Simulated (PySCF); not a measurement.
All numbers come from PBE0 in PySCF with Ru def2-SVP with ECP28, S def2-SVP; scalar-relativistic core potentials, no spin–orbit coupling; density-fitted integrals.

Each entry is the lowest minimum that a search over a few typed start shapes (and spin states, where more than one is plausible) found, or that minimum re-optimised at the stated level; isomers with ligand–ligand bonds, or fragments after loss of a ligand pair, can lie lower. Open shells are unrestricted.

RuS₃ is a singlet of D3h symmetry with Ru–S 2.051 Å (×3); S–Ru–S 120.0° (×3). Its wavenumbers are 75, 168 (×2), 526, 587 (×2) cm⁻¹.

(1) What changes when one electron is removed, giving RuS₃⁺?

## Answers

(1) It costs 9.24 eV between the minima (9.25 eV with zero-point energy). RuS₃⁺ is a doublet of C3v symmetry with Ru–S 2.048 Å (×3); S–Ru–S 112.8° (×3); wavenumbers 150, 193 (×2), 541, 555 (×2) cm⁻¹.

Open d and f shells are described by one determinant, and the ground state may have another occupation or spin.
